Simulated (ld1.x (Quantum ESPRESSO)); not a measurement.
Tc (Z = 43), PAW: configuration errors across variants

```
Element                 : technetium
Generator               : ld1.x (Quantum ESPRESSO) 7.5
Type                    : PAW
Functional              : LDA (PZ)
Relativity              : scalar-relativistic
Frozen core             : [Kr]
Valence charge          : 7
Reference configuration : 4d6 5s1 5p0
Partial waves           : 5s (bound): rcut 2.40, rcutus 2.95 bohr; 5s channel at 0.1 Ry: rcut 2.40, rcutus 2.95 bohr; 5p (bound, empty): rcut 3.10, rcutus 4.00 bohr; 5p channel at 4.7 Ry: rcut 3.10, rcutus 4.00 bohr; 4d (bound): rcut 1.30, rcutus 1.55 bohr; 4d channel at -0.05 Ry: rcut 1.30, rcutus 1.55 bohr
Local potential         : all-electron potential smoothed inside 1.15 bohr (lloc = -1)
Core correction         : Bessel-smoothed model core, default radius (core density twice the valence density)
Augmentation charge     : PSQ, inside the norm-conserving radii
```

All-electron excitation energies from the reference (eV): (1) 4d5 5s2 5p0 0.865; (2) 4d5 5s1 5p0 9.297; (3) 4d5 5s0 5p0 24.500; (4) 4d5 5s1.5 5p0 4.273; (5) 4d5.5 5s1.5 5p0 0.269; (6) 4d6 5s0 5p0 7.414; (7) 4d4 5s2 5p1 7.468; (8) 4d6 5s1 5p0 spin -2.658; (9) 4d5 5s2 5p0 spin -2.629.

Spin tests fill each open shell by Hund’s rule, majority spin first.

The overlap operator is not positive definite (basis up to 400 Ry) in “base”, “all radii but the core radius scaled by about 0.89 (s 2.62, p 3.56, d 1.38 bohr, rcut 2.14/2.76/1.16); local potential all-electron potential smoothed inside 1.02 bohr (lloc = -1)”, “waves 5p (bound): rcut 3.06, rcutus 3.24 bohr; 5p channel at 4.7 Ry: rcut 3.06, rcutus 3.24 bohr”, “wave 5s channel at 0.1 Ry: rcut 2.40, rcutus 2.95 bohr becomes 5s channel at 5.55 Ry: rcut 2.40, rcutus 2.95 bohr”, “local potential all-electron potential smoothed inside 1.30 bohr (lloc = -1)”. Such files are unfit for use, however small their errors in these radial tests.

5 further variants failed, have other tests or another functional or relativity, and are left out.

A true bound ghost makes a file unfit for plane-wave use even where its test errors are small: the radial tests pick states by their node count and pass the ghost by.

Errors AE − PS in meV (a dash: test not solved or not reliable):

| change | (1) | (2) | (3) | (4) | (5) | (6) | (7) | (8) | (9) | bound ghosts |
| --- | --- | --- | --- | --- | --- | --- | --- | --- | --- | --- |
| base | -33 | -38 | -63 | -34 | -6.9 | -3.3 | -172 | -6.4 | -39 | not determined (overlap not positive) |
| all radii but the core radius scaled by about 0.89 (s 2.62, p 3.56, d 1.38 bohr, rcut 2.14/2.76/1.16); local potential all-electron potential smoothed inside 1.02 bohr (lloc = -1) | -35 | -40 | -63 | -36 | -7.2 | -3.2 | -197 | -6.2 | – | s (p not tested, overlap not positive) |
| waves 5p (bound): rcut 3.06, rcutus 3.24 bohr; 5p channel at 4.7 Ry: rcut 3.06, rcutus 3.24 bohr | -33 | -38 | -63 | -34 | -6.9 | -3.3 | -172 | -6.4 | -39 | not determined (overlap not positive) |
| wave 5s channel at 0.1 Ry: rcut 2.40, rcutus 2.95 bohr becomes 5s channel at 5.55 Ry: rcut 2.40, rcutus 2.95 bohr | -36 | -41 | -63 | -37 | -7.3 | -3.3 | -195 | -6.2 | -40 | not determined (overlap not positive) |
| local potential all-electron potential smoothed inside 3.50 bohr (lloc = -1) | -36 | -41 | -65 | -37 | -7.5 | -3.4 | -166 | -6.8 | -40 | none |
| local potential all-electron potential smoothed inside 1.30 bohr (lloc = -1) | -34 | -39 | -63 | -35 | -7.1 | -3.3 | -183 | -6.4 | -40 | not determined (overlap not positive) |

Task: Give the same row for: type ultrasoft; local potential all-electron potential smoothed inside 1.40 bohr (lloc = -2).

Result: -43, -43, -61, -42, -8.7, -5.1, -425, +5.5, -32; bound ghosts: s.
